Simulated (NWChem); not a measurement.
Molecule: C₂H₅O₂, doublet; SMILES [O]CCO

```xyz
9

O      0.6071     1.4559    -0.1947
C     -0.4541     0.8043     0.2999
C     -0.4947    -0.6338    -0.3046
O      0.5648    -1.4421     0.0656
H     -0.4238     0.6818     1.4078
H     -1.4263     1.2653     0.0137
H     -0.4740    -0.5433    -1.4006
H     -1.4816    -1.0471    -0.0146
H      0.5323    -1.5841     1.0176
```
Atoms are numbered in this order, from 1.

Program: NWChem. Spin-unrestricted. The geometry was optimised at PBE0/def2-SVP, spin-unrestricted. No stability test was run on the SCF state. Level: PBE/def2-SVP with SMD (1 M gas to 1 M solution), gas-phase geometry. Reactions with the solvent are ignored.

```json
[
 {"solvent": "water", "dielectric constant": "78.4", "solvation free energy (kcal/mol)": "-8.8", "cavity-dispersion-structure term (kcal/mol)": "2.7", "dipole in solution (D)": "4.59"},
 {"solvent": "tetrahydrofuran", "dielectric constant": "7.43", "solvation free energy (kcal/mol)": "-7.1", "cavity-dispersion-structure term (kcal/mol)": "-2.1", "dipole in solution (D)": "3.84"},
 {"solvent": "cyclohexane", "dielectric constant": "2.02", "solvation free energy (kcal/mol)": "___", "cavity-dispersion-structure term (kcal/mol)": "___", "dipole in solution (D)": "___"},
 {"solvent": "toluene", "dielectric constant": "2.37", "solvation free energy (kcal/mol)": "-5.3", "cavity-dispersion-structure term (kcal/mol)": "-2.1", "dipole in solution (D)": "3.58"},
 {"solvent": "benzene", "dielectric constant": "2.27", "solvation free energy (kcal/mol)": "-5.3", "cavity-dispersion-structure term (kcal/mol)": "-2.2", "dipole in solution (D)": "3.57"},
 {"solvent": "2-propanol", "dielectric constant": "19.3", "solvation free energy (kcal/mol)": "-9.0", "cavity-dispersion-structure term (kcal/mol)": "0.8", "dipole in solution (D)": "4.36"},
 {"solvent": "ethanol", "dielectric constant": "24.9", "solvation free energy (kcal/mol)": "-9.0", "cavity-dispersion-structure term (kcal/mol)": "1.4", "dipole in solution (D)": "4.44"}
]
```

### Question
Fill in the missing entries.

### Answer

- cyclohexane, solvation free energy (kcal/mol): -4.3
- cyclohexane, cavity-dispersion-structure term (kcal/mol): -1.5
- cyclohexane, dipole in solution (D): 3.52
